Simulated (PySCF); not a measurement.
A PySCF script (with the pyscf-properties extension) for the NMR shieldings of `C(=C)(CF)[SiH2]N(C)[SiH2]N`, C₄H₁₃FN₂Si₂, on a GFN2-xTB geometry:

```python
import basis_set_exchange as bse
import numpy as np
from pyscf import gto, dft
from pyscf.prop import nmr

atoms = """
C    -1.056563    1.414374    1.356332
C    -1.560653    0.675939    0.378379
C    -2.987190    0.219015    0.430422
F    -3.095365   -1.110909    0.080451
Si   -0.515964    0.149357   -1.120227
N     0.871394   -0.773305   -0.640840
C     0.662957   -2.185432   -0.381546
Si    2.323361   -0.136008    0.064816
N     2.401216    1.543061   -0.307678
H    -0.036929    1.759003    1.318069
H    -1.633887    1.707202    2.222566
H    -3.423694    0.314729    1.431068
H    -3.596823    0.772484   -0.294822
H    -0.060137    1.354306   -1.818049
H    -1.299184   -0.704228   -2.015114
H     1.587796   -2.736293   -0.551830
H    -0.105953   -2.583008   -1.041221
H     0.349553   -2.363447    0.650680
H     2.330031   -0.185615    1.532988
H     3.409313   -0.972050   -0.478597
H     3.203727    2.039919    0.041543
H     2.222584    1.820291   -1.259023
"""
names = dict.fromkeys(["C", "F", "Si", "N", "H"], "pcSseg-1")
basis = {el: gto.basis.parse(bse.get_basis(n, elements=[el], fmt="nwchem")) for el, n in names.items()}
mol = gto.M(atom=atoms, basis=basis, charge=0, verbose=0)
mf = dft.RKS(mol, xc="PBE0")
mf.grids.level = 2
mf.grids.alignment = dft.numint.BLKSIZE   # the property module wants whole blocks of grid points
mf.conv_tol = 1e-9
mf.kernel()

calc = nmr.RKS(mf)   # GIAO
C = mf.mo_coeff
Co = C[:, mf.mo_occ > 0]
resp = mf.gen_response(singlet=True, hermi=2)
def vind(x):   # induced exchange potential for any number of trial vectors
    d = np.einsum("pi,xij,qj->xpq", C, 2 * x.reshape(-1, C.shape[1], Co.shape[1]), Co, optimize=True)
    return np.einsum("xpq,pi,qj->xij", resp(d - d.transpose(0, 2, 1)), C, Co, optimize=True).ravel()
mo1, _ = nmr.rhf.solve_mo1(calc, with_cphf=vind)
sigma = calc.kernel(mo1)
for i, s in enumerate(sigma):   # ppm
    w = np.linalg.eigvalsh((s + s.T) / 2)
    print("%2d %-2s iso %8.1f  s11 %8.1f  s22 %8.1f  s33 %8.1f" % (i, mol.atom_pure_symbol(i), w.mean(), *w))
```

**Question.** What does it print?

**Answer.** 
```
 0 C  iso     49.7  s11    -67.0  s22     55.8  s33    160.4
 1 C  iso     30.6  s11    -80.7  s22     15.5  s33    157.0
 2 C  iso     95.5  s11     61.3  s22     84.0  s33    141.2
 3 F  iso    407.9  s11    366.6  s22    395.3  s33    461.7
 4 Si iso    389.2  s11    337.6  s22    386.5  s33    443.6
 5 N  iso    254.1  s11    241.7  s22    257.6  s33    263.1
 6 C  iso    153.6  s11    130.9  s22    140.7  s33    189.3
 7 Si iso    377.0  s11    341.4  s22    356.4  s33    433.0
 8 N  iso    251.8  s11    217.2  s22    249.2  s33    288.9
 9 H  iso     25.3  s11     22.7  s22     24.0  s33     29.2
10 H  iso     25.4  s11     22.7  s22     25.0  s33     28.5
11 H  iso     26.6  s11     22.6  s22     26.8  s33     30.5
12 H  iso     26.4  s11     22.9  s22     26.3  s33     29.8
13 H  iso     26.6  s11     23.0  s22     26.4  s33     30.5
14 H  iso     26.8  s11     23.1  s22     26.1  s33     31.2
15 H  iso     28.9  s11     23.9  s22     26.8  s33     36.1
16 H  iso     28.9  s11     24.4  s22     27.1  s33     35.1
17 H  iso     29.0  s11     24.3  s22     26.8  s33     35.9
18 H  iso     26.7  s11     24.2  s22     24.3  s33     31.6
19 H  iso     26.4  s11     22.8  s22     24.6  s33     31.9
20 H  iso     31.6  s11     24.5  s22     26.3  s33     43.9
21 H  iso     31.3  s11     23.5  s22     29.5  s33     40.8
```

These numbers come from an equivalent density-fitted implementation of the same equations, which agrees with the script to about 0.01 ppm for H and up to a few tenths of a ppm for heavy atoms, so last digits may differ.

**Question.** Turn these shieldings into chemical shifts. References, each an isolated molecule treated in the same way: ¹³C (186.93 ppm) and ²⁹Si (349.16 ppm) and ¹H (31.72 ppm) vs TMS; ¹⁹F (170.95 ppm) vs CFCl3; ¹⁵N (267.73 ppm) vs NH3.

**Answer.** Averaging equivalent atoms: C 1: 156.3; C 0: 137.2; C 2: 91.4; C 6: 33.3; F 3: -236.9; Si 7: -27.8; Si 4: -40.1; N 8: 16.0; N 5: 13.6; H 9: 6.41; H 10: 6.34; H 11/12: 5.22; H 18/19: 5.15; H 13/14: 5.01; H 15/16/17: 2.79; H 20/21: 0.29 ppm. Unscaled 19F shifts against computed CFCl3 carry errors that often reach 10 to 50 ppm. Experimental scales use liquid or dissolved standards, which lie at an offset from isolated NH3 (liquid NH3: subtract about 20 ppm).

Size and cost of the density-fitted run: 232 basis functions, 110 s wall time on 1 thread of an Arm Neoverse N1, shared host; peak memory 1.1 GiB.
